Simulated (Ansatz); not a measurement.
C₂H₆FNOW, SMILES `C[N]=[W]([CH3])(=[O])[F]`. Charge 0, multiplicity 1. W takes the def2 core potential.

```xyz
12

C     0.726   -1.279   -1.694
N     0.492   -0.752   -0.397
W    -0.479   -0.312    0.979
C    -0.320    1.795    1.008
O    -2.116   -0.630    0.627
F     0.160   -1.088    2.563
H    -0.207   -1.571   -2.187
H     1.222   -0.525   -2.314
H     1.386   -2.150   -1.641
H     0.725    2.079    1.167
H    -0.654    2.238    0.068
H    -0.936    2.195    1.820
```

(1) What are the harmonic wavenumbers in cm⁻¹ at PBE0-D4/def2-TZVP (Ansatz, finite differences of forces, unscaled)? (Estimate.)

(2) Is this a minimum?

(3) Give the ideal-gas thermochemistry at 298.15 K and 1 bar (rigid rotor, harmonic oscillator; point group C1, symmetry number 1).

(4) And at 400, 500, 600, 800 and 1000 K?

Answers

(1) The calculation gave: 94, 117, 119, 146, 162, 203, 230, 340, 379, 560, 628, 655, 689, 725, 1025, 1110, 1115, 1223, 1373, 1418, 1429, 1438, 1469, 1475, 3017, 3036, 3087, 3093, 3123, 3144.

(2) Yes, all 30 modes are real.

(3) Zero-point energy 219.0 kJ/mol; H(298) − E = 244.7 kJ/mol; entropy 394.0 J/(mol·K), of which translation 178.3, rotation 117.1, vibration 98.6; G(298) − E = 127.3 kJ/mol. Modes under 100 cm⁻¹ are hindered rotations or soft bends, so the harmonic entropy is rough.

(4) 
| T (K) | H − E (kJ/mol) | S (J/mol/K) | G − E (kJ/mol) |
| --- | --- | --- | --- |
| 400 | 258.9 | 434.7 | 85.0 |
| 500 | 274.7 | 469.9 | 39.8 |
| 600 | 292.1 | 501.6 | -8.8 |
| 800 | 330.7 | 557.0 | -114.9 |
| 1000 | 373.2 | 604.3 | -231.1 |
